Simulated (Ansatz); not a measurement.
`[Cl][SnH]([Br])[Br]` → `[Cl][Sn][Br]` + HBr at 298.15 K and 1 bar (stannylene formation by 1,1-elimination).

Program: Ansatz. Geometries: PBE0-D4/def2-TZVP. ΔE: electronic, gas phase. CCSD(T)/CBS adds triple-zeta CCSD(T) − MP2 to the extrapolated MP2 energy (def2 sets, frozen cores). def2 core potentials past Kr. For Br, Sn outer-core shells are correlated without core-valence functions, which leaves a few kJ/mol of doubt a bond. Scalar relativity is left out up to krypton.

| species | CCSD(T)/CBS energy (Eh) | H − E (kJ/mol) | S (J/(mol·K)) |
| --- | --- | --- | --- |
| `[Cl][SnH]([Br])[Br]` | -5821.18000 | 45.7 | 377.8 |
| `[Cl][Sn][Br]` | -3247.23683 | 18.2 | 323.1 |
| HBr | -2573.91920 | 24.6 | 198.6 |

H − E and S are ideal-gas, rigid-rotor, harmonic terms from PBE0-D4/def2-TZVP. 1 Eh = 2625.50 kJ/mol, R = 8.31446 J/(mol·K).

By hand: ΔE, ΔH, ΔS and ΔG.

ΔE = (-3247.23683) + (-2573.91920) − (-5821.18000) = 0.02397 Eh = 62.9 kJ/mol. Δ(H − E) = 18.2 + 24.6 − 45.7 = -2.9, so ΔH = 60.0 kJ/mol. ΔS = 323.1 + 198.6 − 377.8 = 143.9 J/(mol·K). ΔG = 60.0 − 298.15 × (143.9)/1000 = 17.1 kJ/mol.

By hand: the equilibrium constant, and the temperature at which ΔG would vanish if ΔH and ΔS stayed fixed.

log₁₀ K = −ΔG/(RT ln 10) = -3.0. ΔG = 0 at ΔH/ΔS = 417 K.

The number of gas molecules changes by +1, which sets the sign of ΔS. A doubt of 5 kJ/mol in ΔE shifts log₁₀ K by 0.9 here. These are equilibria of isolated gas molecules and say nothing of rates. Largest T1 diagnostic: 0.012 (customary marks: 0.02 for closed shells, 0.045 for open ones).
